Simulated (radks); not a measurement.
Neutral lithium, [He] 2s1. All-electron calculation, non-relativistic Kohn-Sham, PBE, spin-polarised, spherical densities, point nucleus. Program: a radial shooting solver on a logarithmic mesh with Libxc functionals. Every spin shell is full or empty, so the densities are truly spherical. Functionals are evaluated on that one density, not self-consistently. Rank these orbital-free kinetic functionals by their error against the exact value of the orbitals, and give that value: Thomas-Fermi, von Weizsacker, TF + vW/9, revAPBEK, Thakkar, Pearson, LKT, DePristo-Kress, Ernzerhof.

Answer. Exact: 7.41580 hartree. From best to worst, with 100 (|E| - |E exact|)/|E exact| (equal figures are ties): DePristo-Kress -0.28, TF + vW/9 +0.55, Thakkar +0.59, revAPBEK +1.14, von Weizsacker -2.71, Ernzerhof +3.36, Pearson -4.09, Thomas-Fermi -10.26, LKT +57.62.
